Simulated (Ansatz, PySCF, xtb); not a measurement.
Reaction R1 + 2 R2 → 2 P1 + P2, each structure at its B3LYP-D3(BJ)/def2-TZVP stationary point, reached from a drawn start (curvature not checked).
P1, H2 (SMILES [H][H]) (charge 0, multiplicity 1, Z-matrix in Å and degrees):
```
H
H 1 0.7440
```
R1: H2O (SMILES O), charge 0, multiplicity 1.
R2, SiH4 (SMILES [SiH4]) (charge 0, multiplicity 1):
```xyz
5

Si     0.0000     0.0000     0.0000
H      0.8547     0.8547     0.8547
H     -0.8547    -0.8547     0.8547
H     -0.8547     0.8547    -0.8547
H      0.8547    -0.8547    -0.8547
```
P2, H6OSi2 (SMILES [SiH3]O[SiH3]) (charge 0, multiplicity 1):
```xyz
9

Si     1.571    -0.092     0.129
O     -0.033    -0.100     0.457
Si    -1.576     0.077    -0.059
H      1.981     1.240    -0.375
H      2.303    -0.398     1.376
H      1.886    -1.114    -0.897
H     -1.874    -0.912    -1.121
H     -2.479    -0.141     1.090
H     -1.779     1.442    -0.599
```

P less R. No zero-point or thermal terms.

Programs: Ansatz (a program for electronic structure); PySCF for the D3/D4 terms; xtb for the GFN methods. All values are computed, each at the level named.

Problem. One of these levels gives -63.79 kcal/mol for the reaction energy. Which?
A) GFN1-xTB
B) BLYP-D4/def2-TZVPP
C) GFN2-xTB
D) PBE/def2-TZVPP

Solution. A, GFN1-xTB. The others give -38.42 (GFN2-xTB), -28.57 (PBE/def2-TZVPP), -34.86 (BLYP-D4/def2-TZVPP)
